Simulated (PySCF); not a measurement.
C₃H₈Si₂, SMILES C#C[Si@@H](C)[SiH3].

Coordinates come from a PBE-D3(BJ)/def2-SVP optimisation. The structure was generated by enumeration; whether it is a known compound was not checked.

Computed with PBE-D3(BJ)/def2-SVP (PySCF).

Frequencies are harmonic and unscaled.

```tsv
mode	ν (cm⁻¹)	IR (km/mol)	moving atoms (share of kinetic energy)
1	86	0.3	C 42 %, Si 37 %, H 21 %
2	99	0.0	H 95 %
3	136	1.0	C 55 %, H 33 %, Si 13 %
4	139	0.3	C 35 %, Si 35 %, H 31 %
5	159	0.1	H 96 %
6	283	15.3	C 67 %, H 24 %, Si 9 %
7	321	20.3	C 71 %, H 18 %, Si 11 %
8	400	2.5	Si 62 %, H 26 %, C 12 %
9	466	13.1	H 81 %, Si 18 %
10	500	15.4	H 70 %, Si 21 %, C 9 %
11	599	21.8	C 52 %, Si 31 %, H 17 %
12	649	10.0	H 78 %, C 13 %, Si 9 %
13	684	17.6	H 75 %, C 24 %
14	697	19.1	H 65 %, C 27 %, Si 8 %
15	701	62.7	H 46 %, C 29 %, Si 25 %
16	729	52.8	H 76 %, C 14 %, Si 10 %
17	785	275.6	H 76 %, C 13 %, Si 11 %
18	837	87.5	H 83 %, Si 11 %
19	862	37.8	H 81 %, C 12 %
20	902	36.7	H 97 %
21	904	50.2	H 97 %
22	1210	10.0	H 80 %, C 20 %
23	1379	4.1	H 96 %
24	1384	3.8	H 96 %
25	2076	20.2	C 90 %, H 9 %
26	2141	77.1	H 98 %
27	2146	45.4	H 97 %
28	2159	100.3	H 96 %
29	2168	89.3	H 96 %
30	2979	2.6	H 97 %
31	3084	1.3	H 91 %, C 9 %
32	3087	1.0	H 91 %, C 9 %
33	3390	56.3	H 86 %, C 14 %
```
